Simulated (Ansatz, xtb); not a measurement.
## Two isomers of C2H8OSSi

We compare a, `CC[Si@H](O)S`, a singlet, with b, `CO[SiH2]SC`, a singlet. Both are isolated molecules in the gas phase, relaxed with PBE-D3(BJ)/def2-SVP, each in the lowest conformer that the search found.

Task: Estimate which is lower in electronic energy at CCSD(T)/def2-SVP + ΔMP2/def2-TZVPP, and by roughly how much.

Result: The CCSD(T)/def2-SVP + ΔMP2/def2-TZVPP calculation puts structure a lower, by 26.9 kcal/mol.

How the difference moves with the method:

```json
{"level": "GFN2-xTB", "geometry": "GFN2-xTB", "E(b) − E(a) (kcal/mol)": "+1.5", "departure from the last row (kcal/mol)": "−25.3", "job, with rough time for the two": "optimisation, 0.35 s"}
{"level": "HF/STO-3G", "geometry": "GFN2-xTB", "E(b) − E(a) (kcal/mol)": "+7.5", "departure from the last row (kcal/mol)": "−19.3", "job, with rough time for the two": "single point, 0.72 s"}
{"level": "r2SCAN-D4/def2-SVP", "geometry": "GFN2-xTB", "E(b) − E(a) (kcal/mol)": "+26.3", "departure from the last row (kcal/mol)": "−0.6", "job, with rough time for the two": "single point, 4.5 s"}
{"level": "PBE-D3(BJ)/def2-SVP", "geometry": "PBE-D3(BJ)/def2-SVP", "E(b) − E(a) (kcal/mol)": "+24.6", "departure from the last row (kcal/mol)": "−2.2", "job, with rough time for the two": "optimisation, 61 s"}
{"level": "HF/def2-SVP", "geometry": "PBE-D3(BJ)/def2-SVP", "E(b) − E(a) (kcal/mol)": "+22.9", "departure from the last row (kcal/mol)": "−3.9", "job, with rough time for the two": "part of the CCSD(T) run"}
{"level": "MP2/def2-SVP", "geometry": "PBE-D3(BJ)/def2-SVP", "E(b) − E(a) (kcal/mol)": "+27.1", "departure from the last row (kcal/mol)": "+0.3", "job, with rough time for the two": "part of the CCSD(T) run"}
{"level": "CCSD(T)/def2-SVP", "geometry": "PBE-D3(BJ)/def2-SVP", "E(b) − E(a) (kcal/mol)": "+25.2", "departure from the last row (kcal/mol)": "−1.7", "job, with rough time for the two": "single point"}
{"level": "CCSD(T)/def2-SVP + ΔMP2/def2-TZVPP", "geometry": "PBE-D3(BJ)/def2-SVP", "E(b) − E(a) (kcal/mol)": "+26.9", "departure from the last row (kcal/mol)": "", "job, with rough time for the two": "single point, 55 s"}
```

As drawn, b has 1 C–O, 1 C–S, 1 C–H, 1 Si–H in place of 1 C–C, 1 C–Si, 1 O–H, 1 S–H.

The levels shown agree on the order. The largest departure from CCSD(T)/def2-SVP + ΔMP2/def2-TZVPP is that of GFN2-xTB, 25.3 kcal/mol. The last row adds to CCSD(T) the change of the MP2 difference between the two basis sets, here +1.7 kcal/mol.

With thermal terms from frequencies at re-optimised GFN2-xTB minima (ideal gas, soft modes damped towards free rotors, one conformer each, 298.15 K, 1 atm): the zero-point term adds +0.1 kcal/mol; ΔH is +27.0 and ΔG +26.4 kcal/mol.

The correlated steps freeze 13 core orbitals. Mirror images aren't counted in ΔG. Codes used: Ansatz 0.2.0, xtb 6.7.1; the last row on 2 threads of Intel(R) Xeon(R) Processor @ 2.70GHz on a shared host.
